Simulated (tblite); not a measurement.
Species: C4H13NSi2.
SMILES with atom numbers: `[CH3:1][N:2]([CH3:3])/[C:4]([SiH3:5])=[CH:6]\[SiH3:7]` (hydrogens: H8, H9, H10 on C1; H11, H12, H13 on C3; H14, H15, H16 on Si5; H17 on C6; H18, H19, H20 on Si7)

Computed with GFN2-xTB (tblite), gas phase: L-BFGS steps from a force-field or distance-geometry start until the largest atomic force falls under 0.01 eV/Å.

Step 39: E = -585.9486 eV
```
atom  x, y, z in Å  |  force x, y, z in eV/Å
C1     -1.6375   -0.5220    1.2119    0.015   0.009  -0.010
N2     -0.4630   -0.5264    0.3751   -0.046  -0.002  -0.058
C3     -0.4645   -1.6321   -0.5596    0.010  -0.022   0.009
C4      0.0624    0.6938   -0.0609   -0.040   0.002   0.060
Si5    -1.0603    2.2207   -0.2386    0.036  -0.031   0.009
C6      1.3582    0.7730   -0.4224   -0.074   0.005  -0.018
Si7     2.6700   -0.5448   -0.1808   -0.063   0.033  -0.003
H8     -1.5359    0.2165    2.0037    0.059   0.003  -0.002
H9     -1.7257   -1.5076    1.6728   -0.014   0.017   0.005
H10    -2.5661   -0.3151    0.6583    0.018  -0.010  -0.023
H11    -1.4879   -1.8572   -0.8876    0.017   0.007  -0.007
H12    -0.0462   -2.5269   -0.0936   -0.013  -0.036   0.015
H13     0.1285   -1.3905   -1.4383    0.009   0.023   0.036
H14    -1.8393    2.0656   -1.4733   -0.031  -0.009   0.006
H15    -0.2139    3.4073   -0.3352    0.006   0.016  -0.006
H16    -1.9905    2.3880    0.8818    0.017   0.020  -0.015
H17     1.6818    1.7314   -0.8092    0.052  -0.038   0.016
H18     3.9750    0.0719   -0.4362    0.010   0.015   0.000
H19     2.6116   -1.0288    1.2006   -0.006  -0.020   0.017
H20     2.5381   -1.7063   -1.0718    0.038   0.018  -0.032
```

Step 40: E = -585.9498 eV
```
atom  x, y, z in Å  |  force x, y, z in eV/Å
C1     -1.6375   -0.5197    1.2096    0.006   0.000  -0.008
N2     -0.4626   -0.5245    0.3721   -0.081  -0.017  -0.045
C3     -0.4651   -1.6350   -0.5576    0.008  -0.019   0.018
C4      0.0632    0.6951   -0.0644   -0.049  -0.024   0.073
Si5    -1.0602    2.2212   -0.2388    0.027  -0.025   0.011
C6      1.3598    0.7737   -0.4220   -0.079   0.006  -0.026
Si7     2.6723   -0.5420   -0.1830   -0.032   0.001   0.015
H8     -1.5361    0.2171    2.0041    0.059  -0.013  -0.029
H9     -1.7252   -1.5071    1.6682   -0.016   0.035   0.003
H10    -2.5677   -0.3129    0.6565    0.051  -0.010  -0.008
H11    -1.4891   -1.8560   -0.8888    0.040   0.012  -0.010
H12    -0.0554   -2.5299   -0.0827   -0.015  -0.020   0.001
H13     0.1349   -1.4025   -1.4344   -0.004   0.024   0.051
H14    -1.8490    2.0642   -1.4671   -0.025  -0.008   0.003
H15    -0.2146    3.4079   -0.3397    0.008   0.018  -0.011
H16    -1.9850    2.3903    0.8857    0.019   0.020  -0.011
H17     1.6838    1.7313   -0.8070    0.062   0.000  -0.001
H18     3.9796    0.0790   -0.4282   -0.026  -0.005   0.007
H19     2.6051   -1.0390    1.1948    0.001  -0.006  -0.001
H20     2.5439   -1.7003   -1.0802    0.044   0.032  -0.031
```

Step 41: E = -585.9513 eV
```
atom  x, y, z in Å  |  force x, y, z in eV/Å
C1     -1.6374   -0.5168    1.2067   -0.010  -0.013  -0.002
N2     -0.4629   -0.5228    0.3685   -0.101  -0.028  -0.018
C3     -0.4649   -1.6386   -0.5549    0.003  -0.013   0.025
C4      0.0630    0.6962   -0.0669   -0.043  -0.047   0.067
Si5    -1.0601    2.2215   -0.2385    0.006  -0.006   0.005
C6      1.3598    0.7742   -0.4227   -0.057   0.001  -0.030
Si7     2.6737   -0.5390   -0.1857    0.008  -0.036   0.033
H8     -1.5351    0.2182    2.0037    0.053  -0.025  -0.057
H9     -1.7254   -1.5053    1.6635   -0.018   0.042   0.006
H10    -2.5685   -0.3104    0.6532    0.073  -0.003   0.010
H11    -1.4891   -1.8540   -0.8908    0.057   0.010  -0.020
H12    -0.0660   -2.5339   -0.0702   -0.015   0.001  -0.013
H13     0.1436   -1.4149   -1.4283   -0.013   0.018   0.059
H14    -1.8611    2.0614   -1.4591   -0.012  -0.006   0.005
H15    -0.2154    3.4084   -0.3446    0.006   0.013  -0.017
H16    -1.9791    2.3939    0.8902    0.019   0.019  -0.004
H17     1.6873    1.7306   -0.8052    0.056   0.039  -0.015
H18     3.9839    0.0871   -0.4191   -0.073  -0.027   0.018
H19     2.5965   -1.0518    1.1876    0.009   0.013  -0.025
H20     2.5521   -1.6934   -1.0905    0.049   0.049  -0.028
```

Step 42: E = -585.9532 eV
```
atom  x, y, z in Å  |  force x, y, z in eV/Å
C1     -1.6374   -0.5132    1.2030   -0.026  -0.027   0.008
N2     -0.4632   -0.5215    0.3658   -0.093  -0.027   0.017
C3     -0.4632   -1.6423   -0.5506   -0.004  -0.006   0.025
C4      0.0621    0.6971   -0.0679   -0.014  -0.054   0.039
Si5    -1.0605    2.2213   -0.2369   -0.019   0.019  -0.005
C6      1.3584    0.7747   -0.4251   -0.012  -0.010  -0.026
Si7     2.6740   -0.5364   -0.1891    0.038  -0.065   0.042
H8     -1.5338    0.2205    2.0016    0.040  -0.026  -0.074
H9     -1.7273   -1.5016    1.6589   -0.022   0.031   0.016
H10    -2.5671   -0.3072    0.6468    0.072   0.009   0.027
H11    -1.4867   -1.8500   -0.8938    0.060  -0.002  -0.035
H12    -0.0777   -2.5389   -0.0561   -0.011   0.021  -0.023
H13     0.1559   -1.4268   -1.4184   -0.017   0.007   0.058
H14    -1.8761    2.0560   -1.4483    0.007  -0.001   0.011
H15    -0.2166    3.4088   -0.3497    0.000   0.001  -0.025
H16    -1.9729    2.3987    0.8962    0.019   0.019   0.007
H17     1.6921    1.7294   -0.8054    0.028   0.060  -0.020
H18     3.9869    0.0953   -0.4083   -0.116  -0.047   0.029
H19     2.5846   -1.0675    1.1781    0.017   0.033  -0.045
H20     2.5633   -1.6857   -1.1036    0.050   0.065  -0.026
```

Task: Estimate the geometry and energy of step 43. (The exact step hangs on the optimiser's Hessian estimate; all steps are aligned on step 42, rigid shifts and turns removed.)

Result: E = -585.9552 eV, largest force 0.149 eV/Å
```
atom  x, y, z in Å  |  force x, y, z in eV/Å
C1     -1.6378   -0.5096    1.1992   -0.033  -0.035   0.018
N2     -0.4634   -0.5209    0.3650   -0.047  -0.015   0.041
C3     -0.4601   -1.6456   -0.5448   -0.010   0.003   0.016
C4      0.0610    0.6973   -0.0675    0.024  -0.038  -0.002
Si5    -1.0617    2.2210   -0.2343   -0.032   0.032  -0.012
C6      1.3563    0.7751   -0.4294    0.041  -0.022  -0.014
Si7     2.6736   -0.5353   -0.1926    0.038  -0.069   0.034
H8     -1.5329    0.2236    1.9974    0.023  -0.013  -0.067
H9     -1.7308   -1.4966    1.6551   -0.028   0.001   0.032
H10    -2.5635   -0.3036    0.6380    0.037   0.024   0.035
H11    -1.4817   -1.8441   -0.8977    0.047  -0.022  -0.052
H12    -0.0892   -2.5439   -0.0422   -0.004   0.033  -0.026
H13     0.1704   -1.4368   -1.4055   -0.012  -0.005   0.046
H14    -1.8918    2.0488   -1.4359    0.025   0.005   0.017
H15    -0.2183    3.4088   -0.3550   -0.008  -0.012  -0.032
H16    -1.9668    2.4038    0.9034    0.018   0.020   0.017
H17     1.6969    1.7286   -0.8083   -0.015   0.051  -0.012
H18     3.9876    0.1017   -0.3966   -0.134  -0.055   0.037
H19     2.5709   -1.0841    1.1670    0.023   0.045  -0.048
H20     2.5763   -1.6776   -1.1182    0.048   0.071  -0.027
```

The energy changes by -0.0020 eV. The first-order estimate −F·Δx gives -0.0028 eV and the mean of the old and new forces, exact on a quadratic surface, -0.0020 eV. The step makes an angle of 80° with the force vector and moves no atom by more than 0.024 Å.

The cost below is that of the whole relaxation. The run took 1.9 s of wall time on Arm Neoverse N1, one thread, shared host.
